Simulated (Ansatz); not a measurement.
Complex (SMILES): Cl (HCl) with Cl (HCl), atoms 1 to 2 the first; geometry from B3LYP-D3(BJ)/def2-TZVP, monomers rigid:
```xyz
4

Cl     0.8867    -0.0511     0.1397
H     -0.2309     0.0366     0.7652
Cl    -0.6491    -3.0596    -1.4835
H      0.0587    -2.0731    -1.0529
```

Energies in hartree at MP2 with Ansatz (a first-principles code); the counterpoise-corrected interaction energy is their sum with the coefficients shown, times 627.509 kcal/mol a hartree. All functions are spherical. Cores are frozen. No added dispersion term, no relativity.

```json
[
 {"species": "the complex", "coefficient": "+1", "part": "Hartree-Fock", "aug-cc-pV(D+d)Z": "-920.18979", "aug-cc-pV(T+d)Z": "-920.21715", "aug-cc-pV(Q+d)Z": "-920.22381"},
 {"species": "the complex", "coefficient": "+1", "part": "correlation", "aug-cc-pV(D+d)Z": "-0.32847", "aug-cc-pV(T+d)Z": "-0.41995", "aug-cc-pV(Q+d)Z": "-0.45439"},
 {"species": "Cl (HCl), first monomer among the partner's ghost functions", "coefficient": "-1", "part": "Hartree-Fock", "aug-cc-pV(D+d)Z": "-460.09491", "aug-cc-pV(T+d)Z": "-460.10855", "aug-cc-pV(Q+d)Z": "-460.11187"},
 {"species": "Cl (HCl), first monomer among the partner's ghost functions", "coefficient": "-1", "part": "correlation", "aug-cc-pV(D+d)Z": "-0.16313", "aug-cc-pV(T+d)Z": "-0.20851", "aug-cc-pV(Q+d)Z": "-0.22558"},
 {"species": "Cl (HCl), second monomer among the partner's ghost functions", "coefficient": "-1", "part": "Hartree-Fock", "aug-cc-pV(D+d)Z": "-460.09468", "aug-cc-pV(T+d)Z": "-460.10840", "aug-cc-pV(Q+d)Z": "-460.11174"},
 {"species": "Cl (HCl), second monomer among the partner's ghost functions", "coefficient": "-1", "part": "correlation", "aug-cc-pV(D+d)Z": "-0.16293", "aug-cc-pV(T+d)Z": "-0.20836", "aug-cc-pV(Q+d)Z": "-0.22552"}
]
```

Question: Predict the counterpoise-corrected interaction energy in aug-cc-pV(5+d)Z (X = 5): let each Hartree-Fock step shrink by the ratio of the last two, and fit each correlation energy at X = 3 and 4 to E + A/X^3. Compare with the run.

Answer: 
- the complex: steps -0.02736 and -0.00666, ratio 0.243, so Hartree-Fock -920.22543 (run: -920.22501); A = (-0.41995 - (-0.45439))/(1/27 - 1/64) = 1.6084, correlation -0.45439 - A/64 + A/125 = -0.46665 (run: -0.46931).
- Cl (HCl), first monomer among the partner's ghost functions: steps -0.01364 and -0.00332, ratio 0.243, so Hartree-Fock -460.11268 (run: -460.11246); A = (-0.20851 - (-0.22558))/(1/27 - 1/64) = 0.7972, correlation -0.22558 - A/64 + A/125 = -0.23166 (run: -0.23298).
- Cl (HCl), second monomer among the partner's ghost functions: steps -0.01372 and -0.00334, ratio 0.243, so Hartree-Fock -460.11255 (run: -460.11234); A = (-0.20836 - (-0.22552))/(1/27 - 1/64) = 0.8014, correlation -0.22552 - A/64 + A/125 = -0.23163 (run: -0.23296).
Predicted -2.23 kcal/mol; the run in aug-cc-pV(5+d)Z gives -2.25, a miss of 0.01. Keeping the value in aug-cc-pV(Q+d)Z, -2.19, would miss by 0.06. All sums are of the energies as printed.
